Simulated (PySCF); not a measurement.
CH4AlO, doublet, at a GFN2-xTB geometry (such geometries of metal compounds can be far from the true shape) (the spin is typed, not shown lowest); PySCF with MP2/pcseg-1.

PySCF was given this input:
```python
from pyscf import gto, scf, mp

mol = gto.Mole()
mol.atom = '''
    Al    0.481131   -0.048777    0.114651
    C    -0.385849    1.347536   -1.098157
    H    -1.119634    1.958684   -0.566734
    H    -0.897733    0.894329   -1.950760
    H     0.378071    2.021320   -1.493836
    O    -0.206980   -1.291608    0.960098
    H    -0.644475   -1.992582    1.429023
'''
mol.basis = 'pcseg-1'
mol.charge = 0
mol.spin = 1
mol.verbose = 4
mol.build()

mf = scf.UHF(mol)
mf.kernel()

pt = mp.MP2(mf, frozen=7)
pt.kernel()
print('E(MP2) = %.10f' % pt.e_tot)
mf.analyze()
```

**Question.** Predict the main parts of the log of this PySCF run.

**Answer.** 
```
PySCF version 2.14.0

[INPUT] verbose = 4
[INPUT] num. atoms = 7
[INPUT] num. electrons = 31
[INPUT] charge = 0
[INPUT] spin (= nelec alpha-beta = 2S) = 1
[INPUT] symmetry False subgroup None
[INPUT] Mole.unit = angstrom
[INPUT] Symbol           X                Y                Z      unit          X                Y                Z       unit  Magmom
[...]
nuclear repulsion = 89.9949490074775
number of shells = 17
number of NR pGTOs = 122
number of NR cGTOs = 66
basis = pcseg-1
ecp = {}

******** <class 'pyscf.scf.uhf.UHF'> ********
method = UHF
initial guess = minao
damping factor = 0
level_shift factor = 0
DIIS = <class 'pyscf.scf.diis.CDIIS'>
diis_start_cycle = 1
diis_space = 8
diis_damp = 0
SCF conv_tol = 1e-09
SCF conv_tol_grad = None
SCF max_cycles = 50
direct_scf = True
direct_scf_tol = 1e-13
number electrons alpha = 16  beta = 15
Set gradient conv threshold to 3.16228e-05
init E= -356.884262837264

cycle= 1 E= -356.858939353852  delta_E= 0.0253  |g|= 0.381  |ddm|=  1.8
cycle= 2 E= -356.913411758511  delta_E= -0.0545  |g|= 0.256  |ddm|= 0.519
cycle= 3 E= -356.940379268267  delta_E= -0.027  |g|= 0.0409  |ddm|= 0.195
cycle= 4 E= -356.943893679978  delta_E= -0.00351  |g|= 0.0136  |ddm|= 0.158
cycle= 5 E= -356.944537453972  delta_E= -0.000644  |g|= 0.00681  |ddm|= 0.0718
cycle= 6 E= -356.944698756746  delta_E= -0.000161  |g|= 0.00335  |ddm|= 0.0365
cycle= 7 E= -356.944735613019  delta_E= -3.69e-05  |g|= 0.00154  |ddm|= 0.0158
cycle= 8 E= -356.944741796705  delta_E= -6.18e-06  |g|= 0.000606  |ddm|= 0.006
cycle= 9 E= -356.944742786406  delta_E= -9.9e-07  |g|= 0.000225  |ddm|= 0.00251
cycle= 10 E= -356.94474291594  delta_E= -1.3e-07  |g|= 9.22e-05  |ddm|= 0.000934
cycle= 11 E= -356.944742936831  delta_E= -2.09e-08  |g|= 2.91e-05  |ddm|= 0.000424
cycle= 12 E= -356.944742938632  delta_E= -1.8e-09  |g|= 1.04e-05  |ddm|= 0.00011
cycle= 13 E= -356.944742938869  delta_E= -2.36e-10  |g|= 3.17e-06  |ddm|= 3.81e-05
Extra cycle  E= -356.944742938881  delta_E= -1.26e-11  |g|= 1.91e-06  |ddm|= 7.31e-06
converged SCF energy = -356.944742938881  <S^2> = 0.75709256  2S+1 = 2.00708

******** <class 'pyscf.mp.ump2.UMP2'> ********
nocc = (np.int64(9), np.int64(8)), nmo = (59, 59)
frozen orbitals 7
E(UMP2) = -357.325188494966  E_corr = -0.380445556084412
E(SCS-UMP2) = -357.321221106062  E_corr = -0.376478167180567
E_corr(same-spin) = -0.0923728847546851
E_corr(oppo-spin) = -0.288072671329727
E(MP2) = -357.3251884950
**** SCF Summaries ****
Total Energy =                        -356.944742938881234
Nuclear Repulsion Energy =              89.994949007477487
One-electron Energy =                 -673.344472641028574
Two-electron Energy =                  226.404780694669824
Two-electron Coulomb Energy =          259.441121658858435
DFT Exchange-Correlation Energy =      -33.036340964188611
**** MO energy ****
                             alpha | beta                alpha | beta
[...]
To work with the spin densities directly, `use mulliken_meta_spin()` only printing them here.

 ** Mulliken spin pop alpha/beta on meta-lowdin orthogonal AOs **
 ** Mulliken Spin Density (per AO)  **
spin_pop of  0 Al 1s        0.00001
spin_pop of  0 Al 2s        0.00032
spin_pop of  0 Al 3s        0.38924
spin_pop of  0 Al 4s        0.01515
spin_pop of  0 Al 2px       0.00000
spin_pop of  0 Al 2py      -0.00000
spin_pop of  0 Al 2pz      -0.00000
spin_pop of  0 Al 3px       0.40039
spin_pop of  0 Al 3py      -0.00844
spin_pop of  0 Al 3pz       0.00598
spin_pop of  0 Al 4px      -0.00022
spin_pop of  0 Al 4py       0.00048
spin_pop of  0 Al 4pz       0.00023
spin_pop of  0 Al 3dxy      0.00007
spin_pop of  0 Al 3dyz      0.00383
spin_pop of  0 Al 3dz^2     0.00040
spin_pop of  0 Al 3dxz      0.00002
spin_pop of  0 Al 3dx2-y2    0.00275
spin_pop of  1 C 1s       -0.00000
spin_pop of  1 C 2s        0.03837
spin_pop of  1 C 3s        0.00083
spin_pop of  1 C 2px       0.02818
spin_pop of  1 C 2py       0.05219
spin_pop of  1 C 2pz       0.04088
spin_pop of  1 C 3px       0.00195
spin_pop of  1 C 3py       0.00016
spin_pop of  1 C 3pz       0.00029
spin_pop of  1 C 3dxy     -0.00003
spin_pop of  1 C 3dyz      0.00003
spin_pop of  1 C 3dz^2    -0.00001
spin_pop of  1 C 3dxz     -0.00003
spin_pop of  1 C 3dx2-y2    0.00003
spin_pop of  2 H 1s        0.00140
spin_pop of  2 H 2s        0.00028
spin_pop of  2 H 2px      -0.00002
spin_pop of  2 H 2py      -0.00003
spin_pop of  2 H 2pz       0.00006
spin_pop of  3 H 1s        0.00140
spin_pop of  3 H 2s        0.00028
spin_pop of  3 H 2px      -0.00001
spin_pop of  3 H 2py       0.00006
spin_pop of  3 H 2pz      -0.00003
spin_pop of  4 H 1s       -0.00828
spin_pop of  4 H 2s        0.00009
spin_pop of  4 H 2px       0.00000
spin_pop of  4 H 2py       0.00000
spin_pop of  4 H 2pz      -0.00000
spin_pop of  5 O 1s        0.00000
spin_pop of  5 O 2s        0.01152
spin_pop of  5 O 3s        0.00064
spin_pop of  5 O 2px       0.01921
spin_pop of  5 O 2py      -0.00341
spin_pop of  5 O 2pz      -0.00576
spin_pop of  5 O 3px       0.00285
spin_pop of  5 O 3py      -0.00010
spin_pop of  5 O 3pz      -0.00006
spin_pop of  5 O 3dxy      0.00001
spin_pop of  5 O 3dyz      0.00002
spin_pop of  5 O 3dz^2     0.00001
spin_pop of  5 O 3dxz     -0.00000
spin_pop of  5 O 3dx2-y2   -0.00001
spin_pop of  6 H 1s        0.00686
spin_pop of  6 H 2s       -0.00000
spin_pop of  6 H 2px      -0.00002
spin_pop of  6 H 2py      -0.00000
spin_pop of  6 H 2pz      -0.00000
 ** Mulliken Spin Density (per atom)  **
spin density of  0 Al =      0.81021
spin density of  1 C =      0.16284
spin density of  2 H =      0.00169
spin density of  3 H =      0.00169
spin density of  4 H =     -0.00819
spin density of  5 O =      0.02491
spin density of  6 H =      0.00684
 ** Mulliken pop alpha/beta on meta-lowdin orthogonal AOs **
 ** Mulliken pop       alpha | beta **
In total            16.00000 | 15.00000
 ** Mulliken atomic charges   ( Nelec_alpha | Nelec_beta ) **
charge of  0Al =      0.75211  (     6.52905      5.71884 )
charge of  1C =     -0.55692  (     3.35988      3.19704 )
charge of  2H =      0.09120  (     0.45525      0.45355 )
charge of  3H =      0.09120  (     0.45525      0.45355 )
charge of  4H =      0.09625  (     0.44778      0.45597 )
charge of  5O =     -0.82951  (     4.42721      4.40230 )
charge of  6H =      0.35567  (     0.32558      0.31874 )
Dipole moment(X, Y, Z, Debye): -0.70501, -0.65380,  0.38975
```
